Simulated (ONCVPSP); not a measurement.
**Pseudopotential generation for Si: ONCV, PBE, scalar-relativistic.**

```json
{"Element": "silicon", "Generator": "ONCVPSP 4.0.1", "Type": "optimised norm-conserving Vanderbilt (ONCV)", "Functional": "PBE", "Relativity": "scalar-relativistic", "Frozen core": "[Ne]", "Valence charge": "4", "Reference configuration": "3s1.5 3p2.5", "Partial waves": "3s: rc 1.90 bohr, ncon 4, nbas 7, qcut 4.3 1/bohr, 2 projectors, debl 3.4 Ha; 3p: rc 2.15 bohr, ncon 3, nbas 5, qcut 3.1 1/bohr, 3 projectors, debl 3.2 Ha; d scattering state at 0.16 Ha: rc 2.15 bohr, ncon 4, nbas 7, qcut 5.3 1/bohr, 2 projectors, debl 0.6 Ha", "Local potential": "polynomial inside 1.30 bohr (lpopt 5, dvloc0 0 Ha)", "Core correction": "Teter function fitted to the true core (icmod 2), fcfact 0.65"}
```

All-electron outer shells of the reference configuration (PBE, scalar-relativistic, ld1.x):

```csv
shell,level (eV),outermost node (bohr),outermost maximum (bohr)
2s,-140.34,0.15,0.45
2p,-96.40,–,0.39
3s,-11.20,0.72,1.77
3p,-4.38,0.72,2.14
```

What the tests gave:

- Cutoffs needed: 7.5 Ha and 13 Ha (the cutoffs (Ha) at which the residual kinetic energy of the hardest occupied pseudo-wave falls to 1 and 0.1 mHa per electron)
- Ghost test: no bound ghost flagged; GHOST(+) flagged for s at 103.0 eV
- Largest excitation error: +4.9 meV (all-electron minus pseudo) for 3s0 3p4, out of 4 test configurations
- rms error of d²Exc/dni dnj: 2.00 mHa without and 1.27 mHa with the model core

Generation and tests took about 4.9 s on one core of a shared server CPU.
